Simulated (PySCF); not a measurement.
## Spinor energies of K⁸⁺ (potassium, charge +8)

Start: [Ne] 3s1; 3s1/2 filled at m_j = +1/2. Calculated with PySCF 2.14 in an even-tempered Gaussian basis (20 s from 0.43 bohr⁻², ratio 2.4; 13 p from 0.56 bohr⁻², ratio 2.4; 5 d from 2.1 bohr⁻², ratio 2.6; 4 f from 3.1 bohr⁻², ratio 2.6): generalised Hartree-Fock with the X2C-1e Hamiltonian and a Gaussian nucleus; one run each with spin-orbit coupling (SO) switched off, then screened by Boettger's factors.

```json
{"spinor shell": "1s1/2", "electrons": "2", "ε, spin-free (eV)": "-3824.0", "ε, screened SO (eV)": "-3824.0", "weight of nominal j (screened SO)": "1.000", "rms radius, screened SO (bohr)": "0.0936"}
{"spinor shell": "2s1/2", "electrons": "2", "ε, spin-free (eV)": "-560.07", "ε, screened SO (eV)": "-560.07", "weight of nominal j (screened SO)": "1.000", "rms radius, screened SO (bohr)": "0.413"}
{"spinor shell": "2p1/2", "electrons": "2", "ε, spin-free (eV)": "-477.22", "ε, screened SO (eV)": "-479.35", "weight of nominal j (screened SO)": "0.981", "rms radius, screened SO (bohr)": "0.381"}
{"spinor shell": "2p3/2", "electrons": "4", "ε, spin-free (eV)": "-477.22", "ε, screened SO (eV)": "-476.17", "weight of nominal j (screened SO)": "0.991", "rms radius, screened SO (bohr)": "0.383"}
{"spinor shell": "3s1/2", "electrons": "1", "ε, spin-free (eV)": "-175.33", "ε, screened SO (eV)": "-175.33", "weight of nominal j (screened SO)": "1.000", "rms radius, screened SO (bohr)": "1.13"}
```

| quantity | spin-free | screened SO |
| --- | --- | --- |
| E (hartree) | -579.86045 | -579.86277 |
| M_J | 1/2 | 1/2 |
| ⟨J²⟩ | 0.750 | 0.750 |
| ⟨L²⟩ | 0.000 | 0.000 |
| ⟨S²⟩ | 0.750 | 0.750 |

Each row is a mean over spinors that exchange with the open shell spreads, by up to 2.200 eV (2s1/2).

Without spin-orbit coupling the j labels of p, d and f shells carry no meaning; the spin-free column gives the mean over the occupied spinors of each nl shell.
